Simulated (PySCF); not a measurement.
**Reproducing measurements on CsI**

**Measured values to compare with.**

From Liu, Meijer, Perez-Rios, Phys. Chem. Chem. Phys. 22 (2020) 24191, for the gas: dipole moment 11.69 D.

The runs below try to reproduce these values; the comparison stands at the end.

Compound: CsI.
Atom-mapped SMILES: `[I:1][Cs:2]`

Cartesian coordinates in Å at the PBE0-D3(BJ)/def2-SVP level; atoms count from 1:
```xyz
2
CsI angstrom
I      1.6817   -0.1818    0.1317
Cs    -1.6625    0.1531   -0.1478
```

The PySCF runs (gas phase, on this PBE0-D3(BJ)/def2-SVP geometry; no spin–orbit coupling):

| level | job | basis functions | wall time |
| --- | --- | --- | --- |
| PBE0-D3(BJ)/def2-SVP, grid level 1 | geometry optimisation from a GFN2-xTB start shaken at random | 50 | 6.5 s |

Hardware: one thread of an Intel Xeon 6975P-C, on a shared host.

Atoms past Kr carry def2 core potentials in the def2 sets.

Results beside the measurements:

**Dipole moment.** Measured: 11.69 D (Liu, Meijer, Perez-Rios, Phys. Chem. Chem. Phys. 22 (2020) 24191).

```json
{"level": "PBE0-D3(BJ)/def2-SVP", "computed (D)": "11.79", "computed − measured (D)": "+0.10", "% (from the printed values)": "+1"}
```

The computed dipoles belong to one fixed geometry; measured ones are averaged over vibrations unless marked μe. Magnitudes are compared, not signs.

The geometry is computed, not the measured one. Where a level misses, the cause wasn't examined.
